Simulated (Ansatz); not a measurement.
Program: Ansatz. Geometries: PBE0-D4/def2-TZVP. ΔE: electronic, gas phase. CCSD(T)/CBS is the MP2 limit (def2-TZVPP, def2-QZVPP) plus CCSD(T) − MP2 in def2-TZVPP, frozen cores. DFT in def2-TZVPP. B3LYP here is the variant with VWN-RPA as its local correlation; programs differ in this. One conformer a species, not always the lowest.

Reaction (redistribution): `N[SiH]1C=CN1` + `C1O[SiH2]O1` → `C1=C[SiH2]N1` + `N[SiH]1OCO1`

Task: Is it downhill or uphill in electronic energy at CCSD(T)/CBS, and by how much? (Best estimate.)

Result: Computed: Downhill: ΔE = -5.0 kcal/mol.

Task: What do these levels give: PBE-D4, r2SCAN-D4, ωB97X-V, ωB97M-V, B2PLYP, PBE, r2SCAN, PBE0, B3LYP, MP2/def2-TZVPP, SCS-MP2/def2-QZVPP, HF/CBS(def2)? (An estimate is asked.)

Result: Computed: PBE-D4 -5.3, r2SCAN-D4 -5.3, ωB97X-V -5.0, ωB97M-V -5.0, B2PLYP -4.9, PBE -5.3, r2SCAN -5.3, PBE0 -5.2, B3LYP -5.1, MP2/def2-TZVPP -4.7, SCS-MP2/def2-QZVPP -4.6, HF/CBS(def2) -4.6 kcal/mol.

Largest T1 diagnostic among the species: 0.013.
